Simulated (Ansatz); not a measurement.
Total energies of `F[B](F)[SnH3]`.

```tsv
atom	x (Å)	y (Å)	z (Å)
F1	-1.7152	0.5994	1.4690
B2	-0.4890	0.7484	1.0116
F3	0.2489	1.6725	1.5930
Sn4	0.3227	-0.5130	-0.6873
H5	-0.8510	-1.6195	-1.2357
H6	1.6965	-1.3773	-0.1649
H7	0.7871	0.4896	-1.9858
```

The species carries charge 0 and has multiplicity 1. Correlated methods include outer-core shells of Sn, which these sets cover unevenly. Sn: def2 effective core potential. Geometry: relaxed with PBE0-D4/def2-TZVP. Basis def2-TZVPP, Ansatz 0.2.0.

RPA on PBE orbitals: Hartree–Fock energy of these orbitals -438.79417 Eh, correlation -1.40353 Eh (frozen core).

```
functional  energy without D4 (Eh)  D4 term (kJ/mol)
       PBE              -440.58570             -11.3
  PBE-QIDH              -440.38254                 –
```

Q: Give the same for LDA (SPW92), revPBE, BLYP, r2SCAN, B97M-V, PBE0, B3LYP, r2SCANh, r2SCAN0, HSE06 (plane-wave form), BHLYP, CAM-B3LYP, LC-ωPBE, ωB97X-V, ωB97M-V, B2PLYP. (An estimate is asked.)

A: Computed: 
```csv
functional,energy without D4 (Eh),D4 term (kJ/mol)
LDA (SPW92),-438.91973,–
revPBE,-440.79178,-31.7
BLYP,-440.74086,-24.7
r2SCAN,-440.80778,-2.6
B97M-V,-440.77129,–
PBE0,-440.60393,-9.6
B3LYP,-440.90908,-18.5
r2SCANh,-440.78526,-2.8
r2SCAN0,-440.75271,-3.1
HSE06 (plane-wave form),-440.59215,-9.0
BHLYP,-440.67367,-15.4
CAM-B3LYP,-440.75286,-9.8
LC-ωPBE,-440.73632,–
ωB97X-V,-440.73653,–
ωB97M-V,-440.71352,–
B2PLYP,-440.48623,–
```

B3LYP takes the VWN-RPA correlation (the form of Gaussian; ORCA's B3LYP/G). HSE06 is the plane-wave form, built on full-range PBE exchange. The double hybrids freeze the cores in their second-order part.

LC-ωPBE has ω = 0.4 bohr⁻¹.
